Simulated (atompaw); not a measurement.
# u(r) = r·R(r): atom against pseudo-atom (Ca)

Columns: radius, all-electron u(r) and pseudo u(r) of the 4s shell (level -3.77 eV) of calcium in the configuration [Ar] 3d0 4s2 4p0; PBE, scalar-relativistic, PAW (atompaw) scheme, atompaw 4.2.0.5.

```json
{"r (bohr)": "0.115", "all-electron": "0.0248", "pseudo": "0.0112"}
{"r (bohr)": "0.231", "all-electron": "0.1407", "pseudo": "0.0228"}
{"r (bohr)": "0.346", "all-electron": "0.0916", "pseudo": "0.0349"}
{"r (bohr)": "0.462", "all-electron": "-0.0239", "pseudo": "0.0481"}
{"r (bohr)": "0.577", "all-electron": "-0.1323", "pseudo": "0.0623"}
{"r (bohr)": "0.692", "all-electron": "-0.2057", "pseudo": "0.0780"}
{"r (bohr)": "0.808", "all-electron": "-0.2387", "pseudo": "0.0953"}
{"r (bohr)": "0.923", "all-electron": "-0.2355", "pseudo": "0.1141"}
{"r (bohr)": "1.038", "all-electron": "-0.2047", "pseudo": "0.1347"}
{"r (bohr)": "1.154", "all-electron": "-0.1545", "pseudo": "0.1571"}
{"r (bohr)": "1.269", "all-electron": "-0.0933", "pseudo": "0.1809"}
{"r (bohr)": "1.385", "all-electron": "-0.0259", "pseudo": "0.2064"}
{"r (bohr)": "1.500", "all-electron": "0.0423", "pseudo": "0.2329"}
{"r (bohr)": "1.615", "all-electron": "0.1089", "pseudo": "0.2604"}
{"r (bohr)": "1.731", "all-electron": "0.1725", "pseudo": "0.2888"}
{"r (bohr)": "1.846", "all-electron": "0.2309", "pseudo": "0.3172"}
{"r (bohr)": "1.962", "all-electron": "0.2844", "pseudo": "0.3458"}
{"r (bohr)": "2.077", "all-electron": "0.3319", "pseudo": "0.3738"}
{"r (bohr)": "2.192", "all-electron": "0.3737", "pseudo": "0.4008"}
{"r (bohr)": "2.308", "all-electron": "0.4105", "pseudo": "0.4267"}
{"r (bohr)": "2.423", "all-electron": "0.4418", "pseudo": "0.4508"}
{"r (bohr)": "2.538", "all-electron": "0.4684", "pseudo": "0.4728"}
{"r (bohr)": "2.654", "all-electron": "0.4908", "pseudo": "0.4926"}
{"r (bohr)": "2.769", "all-electron": "0.5091", "pseudo": "0.5096"}
{"r (bohr)": "2.885", "all-electron": "0.5238", "pseudo": "0.5239"}
{"r (bohr)": "3.000", "all-electron": "0.5350", "pseudo": "0.5350"}
```

How many radial nodes do the two functions have?

The all-electron 4s function has n − l − 1 = 3 (the table is too coarse to show those close to the nucleus); the pseudo-wave has 0, since the states of the same l below it are removed with the core.

Is the pseudo-wave norm-conserving?

No, it belongs to a PAW set: the norm inside the radius is not constrained, and the difference is carried by the augmentation charge.
